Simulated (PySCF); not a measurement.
# Radial density of Ca⁺ (calcium, charge +1)

UHF, [Ar] 4s1, 2S determinant. Calculation: PySCF 2.14, in cc-pVDZ-X2C (5s4p2d, 27 functions); the spin-free X2C one-electron Hamiltonian (Gaussian nucleus).

```csv
r (bohr),4πr²ρ (e/bohr),4πr²(ρα − ρβ)
0.00161,0.2014,0.0001
0.00271,0.5216,0.0002
0.00455,1.317,0.0004
0.00766,3.173,0.0010
0.0129,7.058,0.0023
0.0217,13.73,0.0042
0.0364,21.29,0.0058
0.0613,23.12,0.0034
0.103,17.74,-0.0015
0.173,20.20,0.0079
0.292,23.81,0.0142
0.491,9.543,0.0024
0.825,6.962,0.0476
1.39,5.546,-0.0037
2.33,0.8926,0.2080
3.93,0.3048,0.2989
6.61,0.03244,0.0324
11.1,9.983e-05,0.0001
```

Densities and radii are taken from the X2C orbitals without a picture-change correction, which distorts them close to the nucleus.

Q: Where is the radial spin density 4πr²(ρα − ρβ) most negative, and why is it negative at all?

A: Around r = 1.39 bohr, down to -0.0037 e/bohr: exchange with the open shell polarises the paired shells in an unrestricted calculation.
